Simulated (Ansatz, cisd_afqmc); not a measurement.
Species: BH3, charge 0, singlet. BH3 (borane, SMILES B).
B3LYP-D3(BJ)/def2-TZVP minimum from Ansatz (a program for electronic structure):
```
B
H 1 1.1893
H 1 1.1893 2 120.00
H 1 1.1893 2 120.00 3 180.00
```
Charge 0, spin multiplicity 1.

Total energies in cc-pVQZ, 6 correlated electrons, 1 frozen orbitals. Radicals and triplets start from unrestricted determinants; spin-orbit coupling is neglected. Correlated methods leave the cores frozen. No relativity. The Monte Carlo rows (phaseless AFQMC, CISD trial, step 0.005/hartree) carry one-sigma bars that omit the constraint's bias. Outlying blocks are dropped, and bars are widened where a walk drifts. Over all cases where full CI ran beside it in this data, AFQMC minus full CI had a median of +0.1 mEh and passed +0.4 mEh in a tenth of the cases.

| method | program | energy (Eh) | minus CCSDT(Q) (mEh) |
|---|---|---|---|
| HF | Ansatz | -26.40208 | 143.42 |
| MP2 | Ansatz | -26.52248 | 23.02 |
| CCSD | Ansatz | -26.54228 | 3.22 |
| CCSD(T) | Ansatz | -26.54506 | 0.44 |
| CCSDT(Q) | Ansatz | -26.54551 | 0.00 |
| AFQMC/CISD | cisd_afqmc | -26.5453 ± 0.0001 | 0.2 ± 0.1 |

Rough core times of Ansatz's runs on a shared machine: CCSD(T) under 20 s, CCSDT(Q) 3 min.
